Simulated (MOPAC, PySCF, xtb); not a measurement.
Ligands exchanged one at a time, B NH2-SiH3. All species are isolated molecules in the gas phase. Strings in code marks are SMILES.

Quantity: redistribution energy (mixed species minus the weighted end members), in kcal/mol. Semi-empirical values (MOPAC) are differences of heats of formation.

Level 1: B3LYP/3-21G // B3LYP-D3(BJ)/def2-TZVP (PySCF)
Level 2: PBE/6-31G* // B3LYP-D3(BJ)/def2-TZVP (PySCF)
Level 3: GFN2-xTB (xtb)
Level 4: PM7 // B3LYP-D3(BJ)/def2-TZVP (MOPAC)

```
species                                          level 1  level 2  level 3  level 4
-----------------------------------------------  -------  -------  -------  -------
2 of 3 NH2 replaced by SiH3: `NB([SiH3])[SiH3]`    -14.1    -13.5    -10.9    -17.5
1 of 3 NH2 replaced by SiH3: `NB(N)[SiH3]`         -11.1    -10.4    -9.62    -14.1
```
